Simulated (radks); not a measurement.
Values are calculated unless marked as measured or tabulated.
Q: The mean radii <r> (bohr) of the occupied orbitals of an atom or ion are listed with their occupations. Code: a radial shooting solver on a logarithmic mesh with Libxc functionals. Model: Dirac Kohn-Sham, PBE, spin-unpolarised, spherical densities, finite nucleus; Fermi nuclear charge, rms radius of each element as measured or else 0.836 A^(1/3) + 0.57 fm.

| orbital | occ. | <r> |
|---|---|---|
| 1s1/2 | 2 | 0.04149 |
| 2s1/2 | 2 | 0.1832 |
| 2p1/2 | 2 | 0.1573 |
| 2p3/2 | 4 | 0.1613 |
| 3s1/2 | 2 | 0.5302 |
| 3p1/2 | 2 | 0.5335 |
| 3p3/2 | 4 | 0.5439 |
| 3d3/2 | 4 | 0.5536 |
| 3d5/2 | 6 | 0.5575 |
| 4s1/2 | 2 | 1.572 |
| 4p1/2 | 2 | 1.914 |
| 4p3/2 | 4 | 1.962 |

Name the element and its charge. Open shells, if any, are shared by 2j + 1.

A: Z = 36, krypton, charge 0: Kr in [Kr]. The 1s radius gives Z: for a bare nucleus <r> = (2 gamma + 1)/(2Z) with gamma = sqrt(1 - (Z/c)^2), 0.04069 bohr for Z = 36, and screening makes it slightly larger (0.04149 here). The occupations add up to 36, and the charge is Z minus that.
